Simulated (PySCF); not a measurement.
Isomers of C8H16, mass 112.125 u with the commonest isotopes. Theory: PBE0/pcSseg-1 in PySCF (dipole) on a GFN2-xTB geometry, gas phase. One conformer each, none proved a minimum here; rigid rotors.

Problem. Order these by rotational constant B, largest first.
A. `[CH3:1][C@H:2]1[CH2:3][CH2:4][C@H:5]([CH3:6])[CH2:7][CH2:8]1` with C1–C2–C3–C4 180°, C2–C3–C4–C5 -58°, C3–C4–C5–C6 180°, C4–C5–C7–C8 -57° (trans-1,4-dimethylcyclohexane)
B. `[CH2:1]1[CH2:2][CH2:3][CH2:4][CH2:5][CH2:6][CH2:7][CH2:8]1` with C8–C1–C2–C3 -66°, C1–C2–C3–C4 -43°, C2–C3–C4–C5 102°, C3–C4–C5–C6 -69° (cyclooctane)
C. `[CH3:1][CH:2]([CH3:3])[CH:4]1[CH2:5][CH2:6][CH2:7][CH2:8]1` with C1–C2–C4–C5 -176°, C2–C4–C5–C6 -158°, C4–C5–C6–C7 43°, C5–C6–C7–C8 -35°, C6–C7–C8–C4 14° (isopropylcyclopentane)
D. `[CH2:1]=[CH:2][CH2:3][C:4]([CH3:5])([CH3:6])[CH2:7][CH3:8]` with C1–C2–C3–C4 115°, C2–C3–C4–C5 -62°, C3–C4–C7–C8 57°
E. `[CH3:1][C:2]1([CH3:3])[CH2:4][CH2:5][CH2:6][CH2:7][CH2:8]1` with C1–C2–C4–C5 172°, C2–C4–C5–C6 -56°, C4–C5–C6–C7 57°, C5–C6–C7–C8 -57° (1,1-dimethylcyclohexane)
F. `[CH2:1]=[CH:2][C@H:3]([CH3:4])[CH2:5][CH2:6][CH2:7][CH3:8]` with C1–C2–C3–C4 -116°, C2–C3–C5–C6 -64°, C3–C5–C6–C7 -178°, C5–C6–C7–C8 179°
G. `[CH2:1]=[CH:2][CH2:3][C@@H:4]([CH3:5])[CH:6]([CH3:7])[CH3:8]` with C1–C2–C3–C4 -124°, C2–C3–C4–C5 68°, C3–C4–C6–C7 -51°

Solution. B (2175 MHz), E (1706 MHz), D (1453 MHz), C (1368 MHz), A (1337 MHz), G (1105 MHz), F (929.2 MHz).

Problem. Order these by out-of-plane moment Σ m c² = (Ia + Ib − Ic)/2, largest first.
A. `[CH2:1]=[CH:2][C@H:3]([CH3:4])[CH2:5][CH2:6][CH2:7][CH3:8]` with C1–C2–C3–C4 -116°, C2–C3–C5–C6 -64°, C3–C5–C6–C7 -178°, C5–C6–C7–C8 179° (3-methyl-1-heptene)
B. `[CH3:1][C@H:2]1[CH2:3][CH2:4][C@H:5]([CH3:6])[CH2:7][CH2:8]1` with C1–C2–C3–C4 180°, C2–C3–C4–C5 -58°, C3–C4–C5–C6 180°, C4–C5–C7–C8 -57° (trans-1,4-dimethylcyclohexane)
C. `[CH2:1]=[CH:2][CH2:3][C@@H:4]([CH3:5])[CH:6]([CH3:7])[CH3:8]` with C1–C2–C3–C4 -124°, C2–C3–C4–C5 68°, C3–C4–C6–C7 -51° (4,5-dimethyl-1-hexene)
D. `[CH2:1]1[CH2:2][CH2:3][CH2:4][CH2:5][CH2:6][CH2:7][CH2:8]1` with C8–C1–C2–C3 -66°, C1–C2–C3–C4 -43°, C2–C3–C4–C5 102°, C3–C4–C5–C6 -69° (cyclooctane)
E. `[CH2:1]=[CH:2][CH2:3][C:4]([CH3:5])([CH3:6])[CH2:7][CH3:8]` with C1–C2–C3–C4 115°, C2–C3–C4–C5 -62°, C3–C4–C7–C8 57°
F. `[CH3:1][C:2]1([CH3:3])[CH2:4][CH2:5][CH2:6][CH2:7][CH2:8]1` with C1–C2–C4–C5 172°, C2–C4–C5–C6 -56°, C4–C5–C6–C7 57°, C5–C6–C7–C8 -57°
G. `[CH3:1][CH:2]1[CH2:3][CH2:4][CH2:5][CH2:6][CH2:7][CH2:8]1` with C1–C2–C3–C4 -167°, C2–C3–C4–C5 90°, C3–C4–C5–C6 -72°, C4–C5–C6–C7 55° (methylcycloheptane)

Solution. F (63.48 u·Å²), E (60.19 u·Å²), C (59.16 u·Å²), D (36.55 u·Å²), G (32.66 u·Å²), A (19.25 u·Å²), B (18.58 u·Å²).

Problem. Order these by rotational constant A, smallest first.
A. `[CH3:1][CH:2]([CH3:3])[CH:4]1[CH2:5][CH2:6][CH2:7][CH2:8]1` with C1–C2–C4–C5 -176°, C2–C4–C5–C6 -158°, C4–C5–C6–C7 43°, C5–C6–C7–C8 -35°, C6–C7–C8–C4 14° (isopropylcyclopentane)
B. `[CH2:1]=[CH:2][CH2:3][C@@H:4]([CH3:5])[CH:6]([CH3:7])[CH3:8]` with C1–C2–C3–C4 -124°, C2–C3–C4–C5 68°, C3–C4–C6–C7 -51° (4,5-dimethyl-1-hexene)
C. `[CH2:1]=[CH:2][CH2:3][C:4]([CH3:5])([CH3:6])[CH2:7][CH3:8]` with C1–C2–C3–C4 115°, C2–C3–C4–C5 -62°, C3–C4–C7–C8 57° (4,4-dimethyl-1-hexene)
D. `[CH3:1][C@H:2]1[CH2:3][CH2:4][C@H:5]([CH3:6])[CH2:7][CH2:8]1` with C1–C2–C3–C4 180°, C2–C3–C4–C5 -58°, C3–C4–C5–C6 180°, C4–C5–C7–C8 -57° (trans-1,4-dimethylcyclohexane)
E. `[CH2:1]1[CH2:2][CH2:3][CH2:4][CH2:5][CH2:6][CH2:7][CH2:8]1` with C8–C1–C2–C3 -66°, C1–C2–C3–C4 -43°, C2–C3–C4–C5 102°, C3–C4–C5–C6 -69° (cyclooctane)
F. `[CH3:1][C:2]1([CH3:3])[CH2:4][CH2:5][CH2:6][CH2:7][CH2:8]1` with C1–C2–C4–C5 172°, C2–C4–C5–C6 -56°, C4–C5–C6–C7 57°, C5–C6–C7–C8 -57° (1,1-dimethylcyclohexane)

Solution. E (2302 MHz), C (2586 MHz), F (3026 MHz), B (3290 MHz), A (3688 MHz), D (4162 MHz).

```csv
SMILES,point group,Ia (u·Å²),Ib (u·Å²),Ic (u·Å²),κ,μa (D),μb (D),μc (D)
C=CCC(C)(C)CC,C1,195.40,347.88,422.90,-0.63,0.35,0.02,0.02
C=CC[C@@H](C)C(C)C,C1,153.60,457.27,492.55,-0.93,0.41,0.01,0.12
CC1(C)CCCCC1,Cs,167.02,296.32,336.39,-0.73,0.09,0.00,0.03
C=C[C@H](C)CCCC,C1,154.13,543.90,659.53,-0.87,0.10,0.28,0.02
CC(C)C1CCCC1,C1,137.03,369.36,468.24,-0.78,0.06,0.02,0.02
C1CCCCCCC1,Cs,219.54,232.32,378.77,0.74,0.03,0.00,0.03
CC1CCCCCC1,C1,168.06,296.97,399.72,-0.50,0.04,0.03,0.07
C[C@H]1CC[C@H](C)CC1,C2h,121.43,377.86,462.13,-0.84,0.00,0.00,0.00
```
